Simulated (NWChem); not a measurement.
System: Cd

Input file for NWChem:

```
start job
memory heap 200 mb stack 900 mb global 1100 mb
geometry units angstroms noautoz
  Cd     0.000000     0.000000     0.000000
end
basis spherical
  * library def2-svp
end
ecp
  Cd library def2-ecp
end
dft
  xc xpbe96 cpbe96
  iterations 150
  mulliken
end
task dft energy
```

Output (shortened):

```
             Northwest Computational Chemistry Package (NWChem) 7.3.0
             --------------------------------------------------------

                             Geometry "geometry" -> ""
                             -------------------------

 Output coordinates in angstroms (scale by  1.889725989 to convert to a.u.)

  No.       Tag          Charge          X              Y              Z
 ---- ---------------- ---------- -------------- -------------- --------------
    1 Cd                  48.0000     0.00000000     0.00000000     0.00000000

 Effective nuclear repulsion energy (a.u.)       0.0000000000

 Summary of "ao basis" -> "ao basis" (spherical)
 ------------------------------------------------------------------------------
       Tag                 Description            Shells   Functions and Types
 ---------------- ------------------------------  ------  ---------------------
 Cd                         def2-svp                11       31   5s3p2d1f

            General Information
            -------------------
          SCF calculation type: DFT
          Wavefunction type:  closed shell.
          No. of atoms     :     1
          No. of electrons :    20
           Alpha electrons :    10
            Beta electrons :    10
          Charge           :     0
          Spin multiplicity:     1
          Use of symmetry is: off; symmetry adaption is: off
          Maximum number of iterations: 150
          AO basis - number of functions:    31
                     number of shells:    11
          Convergence on energy requested:  1.00D-06
          Convergence on density requested:  1.00D-05
          Convergence on gradient requested:  5.00D-04

              XC Information
              --------------
          PerdewBurkeErnzerhof Exchange Functional  1.000
            Perdew 1991 LDA Correlation Functional  1.000 local
           PerdewBurkeErnz. Correlation Functional  1.000 non-local

             Grid Information
             ----------------
          Grid used for XC integration:  medium
          Radial quadrature: Mura-Knowles
          Angular quadrature: Lebedev.
          Tag              B.-S. Rad. Rad. Pts. Rad. Cut. Ang. Pts.
          ---              ---------- --------- --------- ---------
          Cd                  1.55      123           7.0       590
          Grid pruning is: on
          Number of quadrature shells:   123
          Spatial weights used:  Erf1

      Superposition of Atomic Density Guess
      -------------------------------------

 Sum of atomic energies:        -191.97368603

      Non-variational initial energy
      ------------------------------

 Total energy =    -166.846609
 1-e energy   =    -297.321974
 2-e energy   =     130.475365
 HOMO         =      -0.280773
 LUMO         =       0.056499

     ---------------------------------------------
      Total Density - Mulliken Population Analysis
     ---------------------------------------------

    Atom       Charge   Shell Charges
 -----------   ------   -------------------------------------------------------
    1 Cd  20    20.00  -0.38  1.65  0.72  1.01  1.00  5.95  0.05  0.00  9.18  0.82  0.00

   convergence    iter        energy       DeltaE   RMS-Dens  Diis-err
 ---------------- ----- ----------------- --------- --------- ---------
 d= 0,ls=0.0,diis     1   -167.7317038672 -1.68D+02  2.31D-02  8.35D-02
 d= 0,ls=0.0,diis     2   -167.7436705143 -1.20D-02  6.02D-03  2.96D-02
 d= 0,ls=0.0,diis     3   -167.7455926366 -1.92D-03  3.30D-03  8.06D-03
 d= 0,ls=0.0,diis     4   -167.7464507724 -8.58D-04  2.86D-04  2.28D-05
 d= 0,ls=0.0,diis     5   -167.7464538426 -3.07D-06  7.19D-07  1.22D-09
 d= 0,ls=0.0,diis     6   -167.7464538427 -1.08D-10  1.19D-08  4.81D-14

         Total DFT energy =     -167.746453842732
      One electron energy =     -297.121206169767
           Coulomb energy =      144.768447151343
    Exchange-Corr. energy =      -15.393694824308
 Nuclear repulsion energy =        0.000000000000

 Numeric. integr. density =       20.000000007830

                       DFT Final Molecular Orbital Analysis
                       ------------------------------------

 Vector    8  Occ=2.000000D+00  E=-4.257428D-01
              MO Center= -4.4D-16, -7.0D-16,  7.4D-16, r^2= 5.6D-01
   Bfn.  Coefficient  Atom+Function         Bfn.  Coefficient  Atom+Function
  ----- ------------  ---------------      ----- ------------  ---------------
    18      0.639779  1 Cd d  1              16     -0.442679  1 Cd d -1
    15      0.357815  1 Cd d -2              19     -0.235871  1 Cd d  2
    17     -0.205718  1 Cd d  0              23      0.125707  1 Cd d  1
    21     -0.086980  1 Cd d -1              20      0.070305  1 Cd d -2
    24     -0.046345  1 Cd d  2              22     -0.040421  1 Cd d  0

 Vector    9  Occ=2.000000D+00  E=-4.257428D-01
              MO Center= -4.5D-16,  9.6D-16,  7.8D-16, r^2= 5.6D-01
   Bfn.  Coefficient  Atom+Function         Bfn.  Coefficient  Atom+Function
  ----- ------------  ---------------      ----- ------------  ---------------
    19      0.627192  1 Cd d  2              18      0.459485  1 Cd d  1
    17      0.423614  1 Cd d  0              15     -0.213861  1 Cd d -2
    24      0.123234  1 Cd d  2              23      0.090282  1 Cd d  1
    22      0.083234  1 Cd d  0              20     -0.042021  1 Cd d -2
    16     -0.039839  1 Cd d -1

 Vector   10  Occ=2.000000D+00  E=-2.077835D-01
              MO Center=  1.0D-15,  5.3D-15,  2.4D-15, r^2= 2.7D+00
   Bfn.  Coefficient  Atom+Function         Bfn.  Coefficient  Atom+Function
  ----- ------------  ---------------      ----- ------------  ---------------
     4      0.768314  1 Cd s                  2     -0.468303  1 Cd s
     5      0.404548  1 Cd s                  1      0.192144  1 Cd s
     3     -0.191147  1 Cd s

[...]
```

Level: PBE/def2-SVP with def2 effective core potentials on Cd. def2 effective core potentials on Cd; no spin-orbit coupling.
